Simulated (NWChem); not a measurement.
System: CH$_{7}$GeN; SMILES [GeH3][NH]C

Here is an NWChem input.

```
start job
memory heap 200 mb stack 900 mb global 1100 mb
geometry units angstroms noautoz
  Ge     0.032167     0.750845    -0.006398
  N     -0.588809    -0.973299    -0.089296
  C      0.319833    -2.090332     0.017797
  H     -1.188536     1.670227    -0.178707
  H      0.751976     1.102805     1.322132
  H      1.033938     0.929831    -1.161463
  H     -1.453577    -1.122172     0.421416
  H     -0.173699    -3.025566    -0.296734
  H      0.739742    -2.263802     1.030683
  H      1.175102    -1.945219    -0.662903
end
basis spherical
  * library 6-31g*
end
dft
  xc rpbe cpbe96
  iterations 150
  mulliken
end
task dft energy
```

NWChem printed, in part:

```
             Northwest Computational Chemistry Package (NWChem) 7.3.0
             --------------------------------------------------------

 C1  symmetry detected

                             Geometry "geometry" -> ""
                             -------------------------

 Output coordinates in angstroms (scale by  1.889725989 to convert to a.u.)

  No.       Tag          Charge          X              Y              Z
 ---- ---------------- ---------- -------------- -------------- --------------
    1 Ge                  32.0000     0.03828872     0.75046618    -0.00248310
    2 N                    7.0000    -0.58596403    -0.97315230    -0.07033332
    3 C                    6.0000     0.32408657    -2.09095169     0.01448610
    4 H                    1.0000    -1.18548564     1.67088058    -0.14490189
    5 H                    1.0000     0.79058060     1.10170477     1.30812026
    6 H                    1.0000     1.01173834     0.92872329    -1.18162538
    7 H                    1.0000    -1.43814233    -1.12135157     0.46130823
    8 H                    1.0000    -0.17775096    -3.02574541    -0.28798045
    9 H                    1.0000     0.76843033    -2.26486418     1.01681665
   10 H                    1.0000     1.16261949    -1.94648894    -0.68686146

 Effective nuclear repulsion energy (a.u.)     200.3398662274

  pbe96 is a nonlocal functional; adding pw91lda local functional.

                                 NWChem DFT Module
                                 -----------------

 Summary of "ao basis" -> "ao basis" (spherical)
 ------------------------------------------------------------------------------
       Tag                 Description            Shells   Functions and Types
 ---------------- ------------------------------  ------  ---------------------
 Ge                          6-31g*                 12       32   5s4p3d
 N                           6-31g*                  6       14   3s2p1d
 C                           6-31g*                  6       14   3s2p1d
 H                           6-31g*                  2        2   2s

            General Information
            -------------------
          SCF calculation type: DFT
          Wavefunction type:  closed shell.
          No. of atoms     :    10
          No. of electrons :    52
           Alpha electrons :    26
            Beta electrons :    26
          Charge           :     0
          Spin multiplicity:     1
          Use of symmetry is: off; symmetry adaption is: off
          Maximum number of iterations: 150
          AO basis - number of functions:    74
                     number of shells:    38
          Convergence on energy requested:  1.00D-06
          Convergence on density requested:  1.00D-05
          Convergence on gradient requested:  5.00D-04

              XC Information
              --------------
                          RPBE Exchange Functional  1.000
            Perdew 1991 LDA Correlation Functional  1.000 local
           PerdewBurkeErnz. Correlation Functional  1.000 non-local

             Grid Information
             ----------------
          Grid used for XC integration:  medium
          Radial quadrature: Mura-Knowles
          Angular quadrature: Lebedev.
          Tag              B.-S. Rad. Rad. Pts. Rad. Cut. Ang. Pts.
          ---              ---------- --------- --------- ---------
          Ge                  1.25      112          10.0       590
          N                   0.65       49           8.0       434
          C                   0.70       49          10.0       434
          H                   0.35       45          11.0       434
          Grid pruning is: on
          Number of quadrature shells:   525
          Spatial weights used:  Erf1

      Superposition of Atomic Density Guess
      -------------------------------------

 Sum of atomic energies:       -2170.46305664

      Non-variational initial energy
      ------------------------------

 Total energy =   -2172.021284
 1-e energy   =   -3420.164598
 2-e energy   =    1047.803448
 HOMO         =      -0.280536
 LUMO         =       0.051283

     ---------------------------------------------
      Total Density - Mulliken Population Analysis
     ---------------------------------------------

    Atom       Charge   Shell Charges
 -----------   ------   -------------------------------------------------------
    1 Ge  32    31.62   2.00  2.00  6.00  2.00  5.99  1.15  1.81  0.15  0.36  6.88  2.97  0.31
    2 N    7     7.97   2.00  0.82  2.59  0.81  1.74  0.02
    3 C    6     6.41   2.00  0.70  1.93  0.64  1.09  0.05
    4 H    1     1.00   0.45  0.55
    5 H    1     1.03   0.46  0.57
    6 H    1     1.01   0.45  0.55
    7 H    1     0.58   0.42  0.16
    8 H    1     0.79   0.47  0.32
    9 H    1     0.80   0.48  0.33
   10 H    1     0.79   0.47  0.31

   convergence    iter        energy       DeltaE   RMS-Dens  Diis-err
 ---------------- ----- ----------------- --------- --------- ---------
 d= 0,ls=0.0,diis     1  -2173.6152918445 -2.37D+03  1.44D-02  3.85D-01
 d= 0,ls=0.0,diis     2  -2173.5967846800  1.85D-02  9.80D-03  5.54D-01
 d= 0,ls=0.0,diis     3  -2173.6519526212 -5.52D-02  3.08D-03  9.78D-02
 d= 0,ls=0.0,diis     4  -2173.6626036187 -1.07D-02  5.82D-04  4.18D-03
 d= 0,ls=0.0,diis     5  -2173.6629243736 -3.21D-04  1.90D-04  2.78D-04
  Resetting Diis
 d= 0,ls=0.0,diis     6  -2173.6629572556 -3.29D-05  4.44D-05  1.66D-05
 d= 0,ls=0.0,diis     7  -2173.6629594826 -2.23D-06  1.10D-05  2.86D-07
 d= 0,ls=0.0,diis     8  -2173.6629594912 -8.59D-09  5.00D-06  2.77D-07

         Total DFT energy =    -2173.662959491158
      One electron energy =    -3422.548603060482
           Coulomb energy =     1142.410775380125
    Exchange-Corr. energy =      -93.864998038230
 Nuclear repulsion energy =      200.339866227428

 Numeric. integr. density =       51.999963996413

                       DFT Final Molecular Orbital Analysis
                       ------------------------------------

 Vector   24  Occ=2.000000D+00  E=-2.963279D-01
              MO Center=  3.9D-02,  9.9D-01, -4.5D-01, r^2= 2.5D+00
   Bfn.  Coefficient  Atom+Function         Bfn.  Coefficient  Atom+Function
  ----- ------------  ---------------      ----- ------------  ---------------
    11      0.375947   1 Ge px               65      0.253459   6 H  s
    66      0.237676   6 H  s                13     -0.232429   1 Ge pz
    61     -0.223230   4 H  s                62     -0.211966   4 H  s
     7     -0.155438   1 Ge px               12     -0.119016   1 Ge py
     9      0.096022   1 Ge pz               35     -0.088963   2 N  px

 Vector   25  Occ=2.000000D+00  E=-2.896781D-01
              MO Center= -4.1D-02,  5.6D-02,  1.6D-03, r^2= 4.1D+00
   Bfn.  Coefficient  Atom+Function         Bfn.  Coefficient  Atom+Function
  ----- ------------  ---------------      ----- ------------  ---------------
    13     -0.292414   1 Ge pz               12      0.273221   1 Ge py
    36     -0.222969   2 N  py               50      0.182473   3 C  py
    62      0.169508   4 H  s                61      0.168453   4 H  s
    64     -0.160132   5 H  s                63     -0.156157   5 H  s
    69     -0.148613   8 H  s                70     -0.149150   8 H  s

 Vector   26  Occ=2.000000D+00  E=-1.785102D-01
              MO Center= -3.4D-01, -9.6D-01,  7.3D-03, r^2= 2.1D+00
   Bfn.  Coefficient  Atom+Function         Bfn.  Coefficient  Atom+Function
  ----- ------------  ---------------      ----- ------------  ---------------
    37      0.498873   2 N  pz               41      0.416737   2 N  pz
    72     -0.221322   9 H  s                64     -0.209359   5 H  s
    35      0.178563   2 N  px               39      0.167109   2 N  px
    38     -0.153887   2 N  s                71     -0.144812   9 H  s
    66      0.113869   6 H  s                51     -0.110054   3 C  pz

 Vector   27  Occ=0.000000D+00  E= 4.259489D-03
              MO Center= -9.6D-02,  5.0D-01,  1.5D-01, r^2= 5.2D+00
   Bfn.  Coefficient  Atom+Function         Bfn.  Coefficient  Atom+Function
  ----- ------------  ---------------      ----- ------------  ---------------
    16      0.898987   1 Ge py               38      0.868805   2 N  s
    12      0.329049   1 Ge py               15      0.308013   1 Ge px
    52      0.302184   3 C  s                68     -0.233491   7 H  s
    14     -0.231573   1 Ge s                40      0.219832   2 N  py
    66     -0.173606   6 H  s                17     -0.161062   1 Ge pz

 Vector   28  Occ=0.000000D+00  E= 5.454483D-02
              MO Center=  2.6D-01,  1.8D-01,  6.8D-02, r^2= 5.8D+00
   Bfn.  Coefficient  Atom+Function         Bfn.  Coefficient  Atom+Function
  ----- ------------  ---------------      ----- ------------  ---------------
    62     -0.964957   4 H  s                52      0.955307   3 C  s
    15     -0.849501   1 Ge px               10     -0.792270   1 Ge s
    70     -0.557503   8 H  s                66      0.332216   6 H  s
    12      0.299764   1 Ge py               74     -0.301053  10 H  s
    14     -0.268919   1 Ge s                11     -0.251404   1 Ge px

 Vector   29  Occ=0.000000D+00  E= 5.775864D-02
              MO Center= -4.0D-02,  9.3D-01,  2.8D-01, r^2= 4.4D+00
   Bfn.  Coefficient  Atom+Function         Bfn.  Coefficient  Atom+Function
  ----- ------------  ---------------      ----- ------------  ---------------
    10      1.260503   1 Ge s                66      0.903502   6 H  s
    15     -0.573393   1 Ge px               14      0.549773   1 Ge s
    17      0.534376   1 Ge pz               16      0.308003   1 Ge py
    11     -0.233568   1 Ge px                6     -0.203128   1 Ge s
    65      0.179393   6 H  s                12     -0.168017   1 Ge py

     ---------------------------------------------
      Total Density - Mulliken Population Analysis
     ---------------------------------------------

[...]
```

Level: RPBE/6-31G* (spherical d). The geometry was optimised at PBE0/def2-SVP.
